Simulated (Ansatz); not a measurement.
Computed with B3LYP-D3(BJ)/def2-TZVP in Ansatz (a program for electronic structure). No frequencies were computed at this level.

Ansatz 0.2 input:
```yaml
crystal:
  periodic: [false, false, false]
  atoms:
    - { symbol: C, position_ang: [-1.287302, -0.007674, 0.29373] }
    - { symbol: C, position_ang: [-0.084034, -0.000505, 0.254419] }
    - { symbol: C, position_ang: [1.280216, 0.00769, 0.209965] }
    - { symbol: N, position_ang: [2.427641, 0.014145, 0.172525] }
    - { symbol: H, position_ang: [-2.336517, -0.013652, 0.32793] }
basis:
  gaussian: { orbitals: def2-tzvp }
hamiltonian:
  xc: b3lyp
  dispersion: d3bj
relax:
  max_steps: 150
```

Output:

```
Functional definition: B3LYP
739 factors; their error is unknown
mean field evaluation 1: about -4610.7571 eV, gradient 5.1e1 eV
mean field evaluation 2: about -4607.5033 eV, gradient 6.2e1 eV
mean field evaluation 4: about -4616.1790 eV, gradient 2.5e0 eV
mean field evaluation 8: about -4616.1934 eV, gradient 1.4e-1 eV
mean field evaluation 16: about -4616.2016 eV, gradient 2.8e-5 eV
mean field -4616.20161455 eV, -169.6422803609 hartree, gradient 2.8e-5 eV, S^2 0.000000; 0 other end points of the search recorded, 0 dependent functions left out
reference -4616.20182281 eV, -169.6422880142 hartree; 13, 13 occupied and 117, 117 virtual orbitals, 739 factors
relax step   1: F+E_penalty+E_count = -4616.34032072 eV  Δ(F+E_penalty+E_count) = +0.000e0 eV  max|allowed force component| = 8.723e-1 eV/Å  Δτ_max = 0.0000 Å  (31 SCF iters, accepted)
these checks for a lower state are left out or cut short: starts, cluster_reference, orbital_swaps, neighbouring_geometries, increment
739 factors; their error is unknown
mean field -4616.20919394 eV, -169.6425588984 hartree, gradient 1.2e-5 eV, S^2 0.000000; 0 other end points of the search recorded, 0 dependent functions left out
reference -4616.20940257 eV, -169.6425665653 hartree; 13, 13 occupied and 117, 117 virtual orbitals, 739 factors
relax step   2: F+E_penalty+E_count = -4616.34771464 eV  Δ(F+E_penalty+E_count) = -7.394e-3 eV  max|allowed force component| = 1.180e-1 eV/Å  Δτ_max = 0.0094 Å  (38 SCF iters, accepted)
these checks for a lower state are left out or cut short: starts, cluster_reference, orbital_swaps, neighbouring_geometries, increment
739 factors; their error is unknown
mean field -4616.20942926 eV, -169.6425675462 hartree, gradient 1.2e-5 eV, S^2 0.000000; 0 other end points of the search recorded, 0 dependent functions left out
reference -4616.20963797 eV, -169.6425752162 hartree; 13, 13 occupied and 117, 117 virtual orbitals, 739 factors
relax step   3: F+E_penalty+E_count = -4616.34791248 eV  Δ(F+E_penalty+E_count) = -1.978e-4 eV  max|allowed force component| = 1.567e-2 eV/Å  Δτ_max = 0.0027 Å  (38 SCF iters, accepted)
these checks for a lower state are left out or cut short: starts, cluster_reference, orbital_swaps, neighbouring_geometries, increment
739 factors; their error is unknown
mean field evaluation 32: about -4616.2008 eV, gradient 3.9e-1 eV
mean field -4616.20943447 eV, -169.6425677376 hartree, gradient 1.2e-5 eV, S^2 0.000000; 0 other end points of the search recorded, 0 dependent functions left out
reference -4616.20964318 eV, -169.6425754077 hartree; 13, 13 occupied and 117, 117 virtual orbitals, 739 factors
relax step   4: F+E_penalty+E_count = -4616.34791395 eV  Δ(F+E_penalty+E_count) = -1.463e-6 eV  max|allowed force component| = 2.821e-3 eV/Å  Δτ_max = 0.0001 Å  (38 SCF iters, accepted)
739 factors; their error is unknown
mean field -4616.20943447 eV, -169.6425677376 hartree, gradient 1.2e-5 eV, S^2 0.000000; 1 other end points of the search recorded, 0 dependent functions left out
reference -4616.20964318 eV, -169.6425754077 hartree; 13, 13 occupied and 117, 117 virtual orbitals, 739 factors
Total energy: -4616.34812266 eV, -169.6476644346 hartree
Atom 0 at    -1.285787    -0.007612     0.293675 Å, force    -0.000616     0.000387    -0.000159 eV/Å
Atom 1 at    -0.085161    -0.000488     0.254467 Å, force    -0.002145     0.000351     0.000313 eV/Å
Atom 2 at     1.282542     0.007634     0.209883 Å, force     0.002822    -0.000986    -0.000266 eV/Å
Atom 3 at     2.437061     0.014230     0.172218 Å, force    -0.000645     0.000498     0.000078 eV/Å
Atom 4 at    -2.348651    -0.013760     0.328326 Å, force     0.000585    -0.000251     0.000034 eV/Å
Dipole moment:    -0.805476    -0.004668     0.026272 e Å
```

Cost: around 20 core-seconds (rough).
